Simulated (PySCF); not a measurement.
Cl$_{4}$Sn (SMILES [Cl][Sn]([Cl])([Cl])[Cl]), singlet, at a GFN2-xTB geometry (such geometries of metal compounds can be far from the true shape) (all electrons, no relativity). Base run: HF/STO-3G run with PySCF.

PySCF was given this input:
```python
from pyscf import gto, scf

mol = gto.Mole()
mol.atom = '''
    Cl   -1.800326   -0.844165   -1.188518
    Sn    0.000000    0.000000   -0.000000
    Cl   -0.316765    2.263579    0.377138
    Cl    1.945281   -0.315132   -1.217759
    Cl    0.171811   -1.104282    2.029139
'''
mol.basis = 'sto-3g'
mol.charge = 0
mol.spin = 0
mol.verbose = 4
mol.build()

mf = scf.RHF(mol)
mf.kernel()
```

Variants of this job, named by their change:

```
change                                                                                         basis functions       E (Eh)  HOMO (eV)  HOMO-LUMO gap (eV)
---------------------------------------------------------------------------------------------  ---------------  -----------  ---------  ------------------
base                                                                                                        63  -7781.91684     -11.50               15.47
basis = jorge-DZP-DKH; relativity = none                                                                   144  -7799.89663     -13.48               13.20
basis = jorge-DZP-DKH; relativity = spin-free X2C                                                          144  -8012.45660     -13.45               12.25
basis = x2c-SVPall; relativity = spin-free X2C                                                             108  -8016.39759     -13.08               13.43
basis = x2c-SVPall; relativity = none                                                                      108  -7725.77565     -13.10               15.31
basis = x2c-TZVPall; relativity = spin-free X2C                                                            208  -8017.78800     -13.16               13.47
basis = x2c-SVPall; relativity = spin-free X2C; nucleus = Gaussian (with mol.nucmod = 'G')                 108  -8016.27020     -13.08               13.43
basis = jorge-DZP-DKH; relativity = spin-free X2C; nucleus = Gaussian (with mol.nucmod = 'G')              144  -8012.31222     -13.45               12.25
basis = x2c-TZVPall; relativity = none                                                                     208  -7742.11837     -13.17               14.36
basis = x2c-TZVPall; relativity = spin-free X2C; nucleus = Gaussian (with mol.nucmod = 'G')                208  -8017.64440     -13.16               13.47
```

Total energies compare only within one method and basis.

Basis sets contracted for a relativistic Hamiltonian are a mismatch without it, so the rows without relativity aren't non-relativistic limits. No row has spin-orbit coupling; sets with core potentials leave out the core electrons.
